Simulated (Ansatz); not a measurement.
The same path of C2H8Ge + H3Si (15 atoms, charge 0, multiplicity 2) was run twice with different band settings. Lost on the way: Ge1–H2. Made: H2–Si12.

These are results of Ansatz 0.2.0, UKS PBE/def2-SVP, not measurements.

Relaxed end points:

```xyz
15
Properties=species:S:1:pos:R:3
Ge 0.008 0.007 -0.317
H -0.097 -0.166 1.234
C 1.908 0.053 -0.843
H 2.420 -0.879 -0.533
H 2.003 0.156 -1.942
H 2.420 0.910 -0.363
C -0.910 1.667 -0.853
H -1.975 1.639 -0.548
H -0.432 2.544 -0.374
H -0.864 1.797 -1.953
H -0.689 -1.214 -0.987
Si -0.068 -0.107 4.279
H -0.850 -1.327 4.688
H 1.355 -0.190 4.763
H -0.733 1.150 4.773
```

```xyz
15
Properties=species:S:1:pos:R:3
Ge -0.041 -0.078 -0.609
H -0.071 -0.114 2.773
C 1.906 0.037 -0.968
H 2.395 -0.939 -0.782
H 2.072 0.321 -2.028
H 2.377 0.800 -0.319
C -0.924 1.658 -0.980
H -2.014 1.586 -0.802
H -0.508 2.453 -0.331
H -0.755 1.941 -2.040
H -0.675 -1.191 -1.516
Si -0.068 -0.109 4.279
H -0.834 -1.299 4.787
H 1.348 -0.176 4.780
H -0.714 1.152 4.781
```

Common settings: spring 5.0 eV/Å²; optimiser quadratic models (default); start path through a guess of the saddle point; force threshold 0.05 eV/Å; iteration limit 60; end points relaxed.

| run | movable images | climbing image |
| --- | --- | --- |
| 1 | 7 | yes |
| 2 | 4 | no |

What does each run give, and how far can it be trusted?

Run 1: converged after 11 iterations, highest image 0.026 eV above the first end. A vibrational analysis at the climbing image gives one clearly imaginary mode, 165i cm⁻¹: a first-order saddle point.
Run 2: converged after 12 iterations, highest image 0.038 eV above the first end. No image climbed, so the highest image needn't sit at the top of the path.
